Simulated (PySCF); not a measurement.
C₂H₆B₂F₂.
Cartesian coordinates in Å at the PBE0-D3(BJ)/def2-SVP level; atoms count from 1:
```
atom  x, y, z in Å
B1    -1.492    0.404    0.723
C2    -0.691    0.279   -0.608
C3     0.564   -0.589   -0.594
B4     1.636   -0.117    0.436
F5     2.753   -0.788    0.652
F6     1.475    0.987    1.149
H7    -1.253   -0.306    1.677
H8    -2.413    1.186    0.802
H9    -0.476    1.297   -0.983
H10   -1.439   -0.097   -1.338
H11    0.323   -1.638   -0.346
H12    1.053   -0.646   -1.584
```

Linear response at wB97X-D/def2-SVPD (PySCF, frozen core in the response, non-relativistic).

Static isotropic polarisability: 51.89 au (7.69 Å³), principal values 46.1, 51.2, 58.4 au.

(1) What is the polarisability at 1064 nm and at the sodium D line?

(2) What is the isotropic C6 coefficient between two such molecules, C6 = (3/π)∫α(iω)² dω?

(3) Which effective excitation energy ω̄ makes London's formula C6 = (3/4)α²ω̄ exact here?

(4) What molar refraction at the D line follows from R = (4π/3)·N_A·α′, with α′ the polarisability volume?

(5) How anisotropic is the static polarisability, by Δα² = ½[(α1 − α2)² + (α2 − α3)² + (α3 − α1)²]?

(6) What n − 1 at the D line would an ideal gas of it have at 273.15 K and 1 atm (2.6868 × 10¹⁹ cm⁻³), by n − 1 = 2π·N·α′?

Results:

(1) 52.23 au at 1064 nm (+0.7 %), 53.03 au at 589.3 nm (+2.2 %). The rise at 589.3 nm is 3.34 times that at 1064 nm; a pure ω² law gives 3.26. The lowest singlet lies at 205 nm, shorter than both wavelengths.

(2) 1224 au (Eh·bohr⁶) by a ten-point quadrature over imaginary frequencies, which is 731 eV·Å⁶ or 70.6 J·nm⁶/mol.

(3) ω̄ = 4·C6/(3α²) = 0.606 Eh = 16.5 eV. A one-pole form α(ω) = α/(1 − ω²/ω̄²) fitted to the 1064 nm value gives 14.4 eV. London's choice of the ionisation energy (11.37 eV, ΔSCF at the same level) gives C6 = 844 au, 31 % too low.

(4) α′ = 7.86 Å³ gives R = 19.82 cm³/mol, for isolated, non-vibrating species.

(5) Δα = 10.7 au, or 0.21 of the isotropic value.

(6) 13.27 × 10⁻⁴, a formal value whether or not that pressure can be reached.

One conformer stands for the species.

Note: wB97X-D ran without an empirical dispersion term, which enters the total energy and its gradient alone.
